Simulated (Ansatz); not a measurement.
A nudged elastic band was laid between two geometries of CH$_{10}$B$_{2}$Si$_{3}$ (16 atoms, charge 0, multiplicity 1).

All numbers below come from RKS B3LYP/STO-3G in Ansatz.

```yaml
movable_images: 9
climbing_image: yes
spring: 5.0 eV/Å²
optimiser: quadratic models (default)
start_path: IDPP
force_threshold: 0.03 eV/Å
iteration_limit: 50
end_points: relaxed
```

Initial state:

```xyz
16
Properties=species:S:1:pos:R:3
B -0.752 -0.866 1.811
Si 0.044 -0.636 0.058
C 0.296 -2.246 -0.900
B 1.535 0.651 0.232
Si 0.531 2.358 0.110
Si -1.102 1.122 -0.862
H -0.904 0.054 2.523
H -1.128 -1.906 2.203
H 0.676 -2.063 -1.913
H -0.644 -2.806 -0.994
H 1.018 -2.898 -0.389
H 2.690 0.455 0.151
H 1.132 3.450 -0.629
H 0.134 2.871 1.406
H -1.069 1.132 -2.309
H -2.480 1.306 -0.453
```

Final state:

```xyz
16
Properties=species:S:1:pos:R:3
B -0.753 -0.867 1.813
Si 0.048 -0.637 0.062
C 0.299 -2.245 -0.899
B 1.538 0.653 0.225
Si 0.530 2.359 0.109
Si -1.104 1.120 -0.856
H -1.134 -1.907 2.201
H -0.902 0.052 2.527
H 0.694 -2.062 -1.906
H -0.645 -2.797 -1.008
H 1.008 -2.905 -0.381
H 2.691 0.458 0.132
H 1.126 3.451 -0.633
H 0.138 2.872 1.406
H -1.075 1.129 -2.303
H -2.481 1.301 -0.444
```

Q: Which bonds break or form, and what moves?

A: No bond is made or broken. The dihedral H8–B1–Si2–Si6 goes from 130 to -49°. The two ends are copies of one structure, up to a mirror image or an exchange of like atoms.

Q: What energy profile does the band end with?

A: The run converged. The highest image is number 5 of 0 to 10, 0.203 eV above the ends, which have the same energy within 2 meV. A vibrational analysis at the climbing image gives one clearly imaginary mode, 220i cm⁻¹: a first-order saddle point. Limits of this set-up: minimal basis.

| image | path coordinate (Å) | energy (eV) | dihedral H8–B1–Si2–Si6 (°) |
| --- | --- | --- | --- |
| 0 | 0.00 | 0.000 | 130 |
| 1 | 0.51 | 0.010 | 146 |
| 2 | 1.03 | 0.048 | 165 |
| 3 | 1.54 | 0.114 | -177 |
| 4 | 2.06 | 0.178 | -158 |
| 5 | 2.57 | 0.203 | -140 |
| 6 | 3.06 | 0.181 | -120 |
| 7 | 3.55 | 0.122 | -100 |
| 8 | 4.03 | 0.053 | -80 |
| 9 | 4.52 | 0.010 | -62 |
| 10 | 5.01 | 0.000 | -49 |

Q: What is the geometry of the highest image?

A: 
```xyz
16
Properties=species:S:1:pos:R:3
B -0.885 -1.068 1.833
Si -0.096 -0.546 0.105
C -0.065 -2.116 -0.967
B 1.621 0.441 0.270
Si 0.935 2.293 0.060
Si -0.958 1.368 -0.787
H -2.039 -0.982 2.037
H -0.230 -1.494 2.709
H 0.357 -1.909 -1.959
H -1.075 -2.522 -1.113
H 0.548 -2.899 -0.502
H 2.724 0.039 0.245
H 1.713 3.236 -0.718
H 0.685 2.903 1.352
H -1.030 1.382 -2.234
H -2.228 1.853 -0.286
```

Q: What are the harmonic wavenumbers there?

A: 220i, 55, 140, 152, 165, 180, 204, 307, 413, 462, 501, 546, 624, 692, 720, 740, 756, 777, 801, 817, 826, 878, 944, 966, 1022, 1064, 1095, 1112, 1394, 1507, 1700, 1702, 2615, 2623, 2655, 2667, 2956, 3017, 3092, 3305, 3473, 3476 cm⁻¹.

Time of the run: 11 min on 1 thread of Arm Neoverse V1, with other jobs on the host, peak memory 0.14 GiB.
